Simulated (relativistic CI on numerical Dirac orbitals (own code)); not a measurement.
## Level scheme of Hf16+

Calculated at this level of theory: Dirac-Coulomb-Breit CI, orbitals from a KLI potential per configuration, model QED (radiative potential, 1s self-energy scaled to tabulated hydrogen-like ionisation energies), unscaled Slater integrals (own radial code, finite nucleus).

Configurations in the expansion (outside the closed core [Ar] 3d10): 4s2 4p6 4d10 4f10, 4s2 4p6 4d10 4f8 5s2, 4s2 4p6 4d10 4f8 5s 5p, 4s2 4p6 4d10 4f9 5p, 4s2 4p6 4d9 4f11, 4s2 4p6 4d10 4f9 6s, 4s2 4p6 4d10 4f9 5f, 4s2 4p6 4d8 4f12, 4s2 4p5 4d10 4f11, 4s2 4p6 4d10 4f9 7s, 4s 4p6 4d10 4f11, 4s2 4p4 4d10 4f12, 4p6 4d10 4f12, 4s 4p5 4d10 4f12. Levels of other configurations are missing.

The lowest level is 4s2 4p6 4d10 4f10 5I_8, with 90 % of that term; Hund's rules for 4s2 4p6 4d10 4f10 give 5I with J = 8, in agreement.

```csv
No.,Configuration,Term,J,E (eV),%,Next component (%),Lifetime (s)
1,4s2 4p6 4d10 4f10,5I,8,0.0000,90,9 3K,
2,4s2 4p6 4d10 4f10,5I,7,1.4155,95,4 3K,1.54e-02
3,4s2 4p6 4d10 4f10,5I,6,2.2993,90,8 3H,3.97e-02
4,4s2 4p6 4d10 4f10,5I,5,2.8605,69,14 3H,1.62e-01
5,4s2 4p6 4d10 4f10,5I,4,3.4403,80,16 3H,1.71e-01
6,4s2 4p6 4d10 4f10,5F,5,3.5064,60,21 3G,6.80e-02
7,4s2 4p6 4d10 4f10,5S,2,4.0004,35,22 3P,
8,4s2 4p6 4d10 4f10,5F,4,4.3453,85,11 3F,8.60e-02
9,4s2 4p6 4d10 4f10,3K,8,4.5789,67,12 1L,5.96e-03
10,4s2 4p6 4d10 4f10,5S,2,4.8616,42,31 5F,1.14e-01
11,4s2 4p6 4d10 4f10,5F,3,4.8950,82,10 3D,1.09e-01
12,4s2 4p6 4d10 4f10,5G,6,4.9038,47,22 3H,1.47e-02
13,4s2 4p6 4d10 4f10,5F,1,5.1925,63,31 3D,4.73e-02
14,4s2 4p6 4d10 4f8 5s2,7F,6,5.3682,67,16 4s2 4p6 4d10 4f10 3H,
15,4s2 4p6 4d10 4f10,3G,5,5.3777,34,27 5F,1.33e-02
16,4s2 4p6 4d10 4f10,3G,4,5.7635,42,35 5G,1.78e-02
17,4s2 4p6 4d10 4f10,3K,7,5.8593,80,11 3L,7.80e-03
18,4s2 4p6 4d10 4f8 5s2,7F,5,6.0617,82,5 5G,
19,4s2 4p6 4d10 4f10,3H,6,6.2174,54,38 5G,5.93e-03
20,4s2 4p6 4d10 4f8 5s2,7F,4,6.3985,62,9 4s2 4p6 4d10 4f10 3F,
21,4s2 4p6 4d10 4f10,5F,2,6.4040,42,16 3F,1.16e-02
22,4s2 4p6 4d10 4f10,3L,9,6.4063,89,10 3M,6.05e-02
23,4s2 4p6 4d10 4f10,5G,5,6.5106,60,21 3H,7.34e-03
24,4s2 4p6 4d10 4f10,3F,4,6.5380,24,21 4s2 4p6 4d10 4f8 5s2 7F,9.54e-03
25,4s2 4p6 4d10 4f10,5G,3,6.6740,36,19 4s2 4p6 4d10 4f8 5s2 7F,3.10e-02
26,4s2 4p6 4d10 4f8 5s2,7F,3,6.8318,67,13 4s2 4p6 4d10 4f10 5G,1.28e-01
27,4s2 4p6 4d10 4f10,3K,6,6.8355,86,6 1I,1.92e-02
28,4s2 4p6 4d10 4f8 5s2,7F,2,6.9891,59,10 4s2 4p6 4d10 4f10 3F,
29,4s2 4p6 4d10 4f8 5s2,7F,2,7.1256,25,23 4s2 4p6 4d10 4f10 5G,
30,4s2 4p6 4d10 4f8 5s2,7F,1,7.2001,86,11 5D,6.52e-01
31,4s2 4p6 4d10 4f8 5s2,7F,0,7.2768,86,12 5D,
32,4s2 4p6 4d10 4f10,3D,3,7.4241,57,19 5G,7.36e-03
33,4s2 4p6 4d10 4f10,3P,1,7.4626,64,22 5F,7.28e-03
34,4s2 4p6 4d10 4f10,3M,10,7.7242,96,3 1N,3.38e-01
35,4s2 4p6 4d10 4f10,3F,3,7.8347,51,35 3G,1.70e-02
36,4s2 4p6 4d10 4f10,3L,8,7.8524,62,17 3K,6.98e-03
37,4s2 4p6 4d10 4f10,3P,0,7.9737,96,2 5D,3.67e-02
38,4s2 4p6 4d10 4f10,5G,4,8.0374,35,29 1G,7.87e-03
39,4s2 4p6 4d10 4f10,1L,8,8.1516,60,19 3L,1.53e-02
40,4s2 4p6 4d10 4f10,3F,2,8.1560,27,22 5G,8.19e-03
41,4s2 4p6 4d10 4f10,5D,4,8.1885,37,24 3H,5.89e-03
42,4s2 4p6 4d10 4f10,3G,5,8.4478,30,30 3H,3.90e-03
43,4s2 4p6 4d10 4f10,3P,2,8.4594,30,22 1D,6.86e-03
44,4s2 4p6 4d10 4f10,3I,7,8.5314,77,12 1K,8.53e-03
45,4s2 4p6 4d10 4f10,3F,4,8.5960,68,11 5F,2.92e-03
```

Energies count from the lowest computed level; lifetimes are radiative, by E1, M1, E2, M2 decay to levels of this space only; some are left blank where a channel outside the calculation adds to the decay or the decay crosses a small, uncertain gap.

The mean weight of the leading LS term, summed over parents, in these 45 levels is 62 %, and that of the leading jj configuration (from the same eigenvectors) 53 %.

At this charge transitions that keep the count of f electrons are usually good to a few per cent. Terms inside the open d or f shell come out 10 to 20 % too wide with unscaled integrals. Levels that differ in their count of f electrons can be misplaced by several ten thousand cm⁻¹, since the correlation energy of f electrons is missing or only estimated; rates across such gaps can be off by orders of magnitude.

LS names give the leading component of a level, which can be under half, so a name can repeat, a term be missing and a line seem to break the LS rules.
